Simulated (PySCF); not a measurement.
Compound: C₄H₃FN₂.
Geometry (PBE0-D3(BJ)/def2-TZVP, Å), atoms numbered from 1 in this order:
```
atom  x, y, z in Å
F1    -0.997   -0.289    2.383
C2    -0.473   -0.159    1.171
C3    -0.995    0.803    0.312
N4    -0.489    0.951   -0.899
C5     0.519    0.149   -1.236
C6     1.017   -0.798   -0.360
N7     0.511   -0.953    0.863
H8    -1.818    1.440    0.618
H9     0.937    0.269   -2.230
H10    1.838   -1.451   -0.639
```

Level: wB97X-D/pcSseg-2 in PySCF, non-relativistic, on one gas-phase PBE0-D3(BJ)/def2-TZVP geometry that isn't relaxed in the solvent. The solvent is an IEF-PCM continuum (van der Waals radii × 1.2). Specific hydrogen bonds and non-electrostatic terms are outside this model.

Gas phase at wB97X-D/pcSseg-2: HOMO -9.81 eV, LUMO -0.05 eV, dipole 1.48 D.

What does the continuum do to the energy, the frontier levels and the dipole at wB97X-D/pcSseg-2 in chloroform?

```json
{"solvent": "chloroform", "ε": "4.711", "E(solvent) − E(gas) (kcal/mol)": "-3.68", "polarisation term (kcal/mol)": "-4.09", "distortion of the solute (kcal/mol)": "0.41", "HOMO (eV)": "-9.72", "LUMO (eV)": "0.03", "dipole (D)": "1.78"}
```

The first energy column is the sum of the next two and covers electrostatics alone.

Which radius a makes the point-dipole formula ΔE = −[(ε − 1)/(2ε + 1)]·μ²/a³ give the value in chloroform, with the gas-phase dipole?

μ = 0.581 au and |ΔE| = 0.00587 Eh give a = 1.45 Å; the farthest nucleus lies 2.60 Å from the centroid of the nuclei, so such a sphere wouldn't even hold the nuclei. The formula assumes a rigid point dipole at the centre of a sphere.

Give the dipole vector in the frame of the coordinates (D, pointing from negative to positive charge), gas and chloroform.

Gas (0.60, 0.13, -1.35), solvent (0.73, 0.15, -1.62). Its length changes by +21 % and its direction by less than 1°.

The run took 2.2 min wall on one thread of an Intel Xeon Platinum 8259CL at 2.50 GHz, no GPU, shared host with 96 logical CPUs at a one-minute load of 91, and the process peaked at 1.5 GiB of memory. This is the whole shielding run at wB97X-D/pcSseg-2 in chloroform, SCF included.

Note: wB97X-D ran without an empirical dispersion term, which enters the total energy and its gradient alone.
